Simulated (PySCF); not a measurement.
Se(Cl)(SH) (ClHSSe), SMILES Cl[Se]S. Atoms are numbered in the order given.

```xyz
4

Se    -0.0423     0.0740     0.6727
Cl     1.5039     0.8579    -0.7064
S     -1.4546    -0.9349    -0.6360
H     -0.8552    -2.1419    -0.6852
```
Charge 0, spin multiplicity 1.

Coordinates come from a B3LYP-D3(BJ)/def2-TZVP optimisation. The values are those of a single conformer.

Vertical ionisation energy (IE) and electron affinity (EA) in eV. Rows of orbital energies are one-electron estimates. Where ΔSCF, EOM or ADC give a negative EA the extra electron is unbound and the value depends on the basis.

```csv
level,IE,EA
"−ε(HOMO), −ε(LUMO), B3LYP/def2-TZVPD (PySCF)",6.94,2.81
ADC(2)/aug-cc-pVDZ (PySCF),8.80,0.68
```

Problem. Beyond the first one, list the lowest photoelectron lines from ADC(2)/aug-cc-pVDZ (PySCF 2.14.0) with their pole strengths (two spins summed). (Estimate from the structure and the level; the computed values follow.)

Solution. 9.96 eV (1.77), 10.71 eV (1.76), 11.53 eV (1.73), 12.59 eV (1.75), 13.35 eV (1.75).
